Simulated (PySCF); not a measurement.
C₆H₇FGe, SMILES c1(F)ccc[c](c1)[GeH3] (GFN2-xTB optimised geometry):

```
15

F     -2.029    -2.259     0.000
C     -1.373    -1.077     0.000
C     -2.108     0.095     0.000
C     -1.425     1.298     0.001
C     -0.041     1.314     0.001
C      0.690     0.133     0.000
Ge     2.643     0.147    -0.002
C      0.007    -1.077     0.000
H     -3.186     0.054    -0.001
H     -1.977     2.226     0.001
H      0.487     2.259     0.001
H      3.180    -0.565    -1.200
H      3.186    -0.552     1.202
H      3.144     1.553    -0.012
H      0.543    -2.016     0.000
```

Calculation: CAM-B3LYP/def2-TZVP run with PySCF.

Question: What are the frontier orbital energies and the dipole moment?

Answer: HOMO-2 -10.32 eV, HOMO-1 -8.90 eV, HOMO -8.54 eV, LUMO 0.26 eV, LUMO+1 0.80 eV; dipole moment 1.42 D.

Meta-Löwdin charges at CAM-B3LYP/def2-TZVP: F1 -0.28, C2 0.30, C3 -0.15, C4 -0.10, C5 -0.13, C6 -0.17, Ge7 0.38, C8 -0.15, H9 0.13, H10 0.12, H11 0.12, H12 -0.07, H13 -0.07, H14 -0.07, H15 0.13.
